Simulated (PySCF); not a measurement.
## TeSF₂, singlet: data card

These are results of PySCF, PBE0, basis Te def2-TZVP with ECP28, S def2-TZVP, F def2-TZVP (scalar-relativistic core potentials, no spin–orbit coupling, density fitting), not measurements.

The structure is a saddle point with 1 imaginary mode.

```xyz
4
charge 0 multiplicity 1, angstrom
Te    0.0000    0.0000   -0.3199
S     0.0000    0.0000    1.8538
F     1.9669    0.0000   -0.4710
F    -1.9669    0.0000   -0.4710
```

* Point group: C2v
* Bond lengths: Te–F 1.973 Å (×2), Te–S 2.174 Å
* Bond angles: F–Te–F 171.2°, F–Te–S 94.4° (×2)
* Rotational constants: 0.1281, 0.1147, 0.06051 cm⁻¹
* Highest occupied level: -8.44 eV
* Principal quadrupole moments (Buckingham, traceless) about the centre of mass: -16.08, 7.06, 9.02 D Å
* Principal polarisabilities: 33.5, 53.2, 72.9 bohr³
* Lowest empty level: -5.16 eV
* Zero-point energy (real modes): 11.8 kJ/mol
* Dipole moment: 0.37 D
* Atomisation energy without zero-point energy: 938 kJ/mol

Harmonic modes (masses in u: Te 129.906, S 31.972, F 18.998):
| symmetry | ω (cm⁻¹) | IR (km/mol) | type |
| --- | --- | --- | --- |
| b1 | 135i | – | bend |
| a1 | 182 | 17.7 | bend |
| b2 | 215 | 0.2 | bend |
| a1 | 509 | 28.0 | stretch |
| b2 | 534 | 269 | stretch |
| a1 | 540 | 2.3 | stretch |

In C2v the vibrations span b1 + 3a1 + 2b2. Here b1 is antisymmetric to the molecular plane and b2 lies in it.

Charges (e):
| atom | Mulliken | Löwdin | polar tensor | Mayer order to Te1 |
| --- | --- | --- | --- | --- |
| Te1 | 1.08 | 0.76 | 1.59 | – |
| S2 | -0.20 | 0.01 | -0.21 | 2.11 |
| F3,4 | -0.44 | -0.39 | -0.69 | 0.76 |

Mulliken populations on Te1 (electrons outside its core potential): s 3.90, p 8.50, d 10.41, f 0.12.

Only a few start shapes were tried, so a lower isomer may exist. At this level a singlet minimum of Cs symmetry lies 103 kJ/mol below this structure.

The final relaxation and frequency run took 77 s on 2 threads of a shared Arm Neoverse V1 host, with 149 basis functions and 13 gradients; the process peaked at 1.6 GiB.
